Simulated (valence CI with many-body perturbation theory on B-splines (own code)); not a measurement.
Values are calculated unless marked as measured or tabulated.
## Hyperfine factors and g values of Ru¹²⁺

Level of theory: configuration interaction combined with many-body perturbation theory (CI+MBPT): four valence electrons over a frozen Dirac-Fock core [Ar] 3d10, a basis of 11 s, 11 p, 10 d, 8 f, 5 g, 2 h functions for each j, with the one-electron correlation potential Σ1, the two-electron term Σ2, the three-electron term Σ3, Breit, model QED; selected CI, second order for the rest, scaled by the run's own slope (own B-spline code, finite nucleus).

No measured levels were compared; by estimate levels hold to about 250 cm⁻¹ or 0.2 % of their energy and the worst to 1 %, as in measured heavy ions of charge 2 to 7; those with d or f electrons hold less well. Among the levels kept, up to 620 cm⁻¹ of a level comes from second order outside the variational space, and about a tenth of that is noise between levels of different J, which matters for small intervals.

A/g_I is the dipole constant over the nuclear g factor μ/I (μ in nuclear magnetons, uniformly magnetised nucleus), B/Q the quadrupole constant per barn. Both hold the static response of the core; the bare values leave it out. Large factors of s and p1/2 electrons are usually good to 5 to 10 %; those of open d and f shells near neutrality can be off by tens of per cent, and small factors of p3/2, d and f electrons come from cancelling terms and can be off by a factor of two or in sign, in half-filled shells by more. B is blank for J = 1/2, where it vanishes, and for nearly pure S terms. Energies count from the lowest level. Levels with J = 0 are left out.

Names give the largest LS component (configuration and term), which can be under half, so a name can repeat, a term be missing and a line seem to break the LS rules; names also repeat where a configuration has a term twice.

| Level | E (cm⁻¹) | g | A/g_I (MHz) | A/g_I bare | B/Q (MHz/b) | B/Q bare |
| --- | --- | --- | --- | --- | --- | --- |
| 4s2.4p2 3P_1 | 25986 | 1.500 | -870 | -945 | 4820 | 4470 |
| 4s2.4p2 3P_2 | 37397 | 1.313 | 10300 | 9610 | 634 | 584 |
| 4s2.4p2 1D_2 | 74055 | 1.187 | 6270 | 5860 | 8940 | 8290 |
| 4s.4p3 5S°_2 | 241740 | 1.955 | 27300 | 25600 |  |  |
| 4s.4p3 3D°_1 | 295630 | 0.673 | -15500 | -14500 | 7440 | 6910 |
| 4s.4p3 3D°_2 | 298060 | 1.253 | 18600 | 17500 | 11800 | 11000 |
| 4s.4p3 3D°_3 | 308490 | 1.333 | 25000 | 23500 | -729 | -660 |
| 4s.4p3 3P°_1 | 340700 | 1.367 | 30400 | 28600 | -7830 | -7250 |
| 4s.4p3 3P°_2 | 344890 | 1.349 | 15800 | 14800 | -11100 | -10400 |
| 4s.4p3 1D°_2 | 380900 | 1.107 | 16800 | 15800 | -2840 | -2670 |
| 4s.4p3 3S°_1 | 390970 | 1.638 | -5470 | -5200 | 131 | 121 |
| 4s.4p3 1P°_1 | 432420 | 1.320 | -8690 | -8210 | -46.2 | -30.0 |
| 4s2.4p.4d 3F°_2 | 447420 | 0.692 | 8400 | 7980 | 6050 | 5550 |
| 4s2.4p.4d 3F°_3 | 462400 | 1.090 | 5090 | 4810 | 6120 | 5590 |
| 4s2.4p.4d 3P°_2 | 486150 | 1.238 | -249 | -187 | -264 | -301 |
| 4s2.4p.4d 3F°_4 | 486290 | 1.250 | 2470 | 2320 | 11600 | 10600 |
| 4s2.4p.4d 3D°_1 | 496560 | 0.881 | -5440 | -5050 | 1330 | 1210 |
| 4s2.4p.4d 1D°_2 | 512210 | 1.120 | 1480 | 1350 | -893 | -874 |
| 4s2.4p.4d 3P°_1 | 523230 | 1.140 | 3390 | 3230 | -4980 | -4580 |
| 4s2.4p.4d 3D°_3 | 525200 | 1.303 | 4080 | 3820 | -4360 | -4050 |
| 4s2.4p.4d 3D°_2 | 527740 | 1.285 | 4120 | 3890 | -6580 | -6090 |
| 4s2.4p.4d 1F°_3 | 562600 | 1.023 | 3510 | 3320 | 10300 | 9490 |
| 4s2.4p.4d 1P°_1 | 570620 | 0.978 | -1700 | -1520 | 1450 | 1320 |
| 4p4 3P_2 | 598300 | 1.383 | 5780 | 5460 | 1650 | 1530 |
| 4p4 3P_1 | 630310 | 1.497 | 1070 | 1060 | -3670 | -3400 |
| 4p4 1D_2 | 637970 | 1.116 | 10900 | 10300 | -12100 | -11200 |
| 4s.4p2.4d 5F_1 | 659100 | 0.105 | -20400 | -19100 | -2.84 | -34.3 |
| 4s.4p2.4d 5F_2 | 663530 | 1.077 | 5890 | 5580 | 2930 | 2670 |
| 4s.4p2.4d 5F_3 | 671410 | 1.307 | 10600 | 10000 | 4910 | 4480 |
| 4s.4p2.4d 5F_4 | 684100 | 1.369 | 11600 | 10900 | 4860 | 4410 |
| 4s.4p2.4d 5D_1 | 687420 | 1.422 | 16100 | 15100 | -5400 | -4970 |
| 4s.4p2.4d 5D_2 | 689120 | 1.381 | 14800 | 13900 | -6620 | -6110 |
| 4s.4p2.4d 5D_3 | 691780 | 1.386 | 16100 | 15100 | -6050 | -5610 |
| 4s.4p2.4d 5F_5 | 697750 | 1.386 | 14400 | 13500 | -6860 | -6450 |

(1) Take the isotope of mass number 101, with I = 5/2, μ = -0.718 μN and Q = 0.46 b. What is the hyperfine structure of 4s.4p3 3D°_3?

Results:

(1) From the table A = -7190 MHz, B = -335 MHz. Shifts from the centre of gravity in MHz: F = 1/2: 71700, F = 3/2: 61000, F = 5/2: 43100, F = 7/2: 18100, F = 9/2: -14300, F = 11/2: -54000.
